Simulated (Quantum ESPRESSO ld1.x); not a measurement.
Results of a calculation; reference values are marked as such.
Question: Coherent X-ray form factor from a spherical all-electron density. Level of theory: scalar-relativistic Kohn-Sham, LDA (Slater exchange, Perdew-Wang correlation), spin-polarised, spherical densities, point nucleus (ld1.x of Quantum ESPRESSO 7.5).

sin(theta)/lambda (1/angstrom),f0 (electrons)
0.05,14.470
0.1,13.172
0.15,11.675
0.2,10.366
0.25,9.358
0.3,8.605
0.4,7.527
0.5,6.646
0.6,5.802
0.8,4.270
1,3.121
1.25,2.232
1.5,1.753
2,1.333

The species is in the configuration that NIST lists as its ground one. Which atom or ion scatters so?

Answer: Neutral phosphorus, [Ne] 3s2 3p3. Extrapolating in s^2 from the first two rows gives f0(0) = 14.9, near the electron count 15; among species with that count, the fall with angle is slower the higher Z, and the table is that of Z = 15; from so few rows the species is fixed only to a neighbour or two.
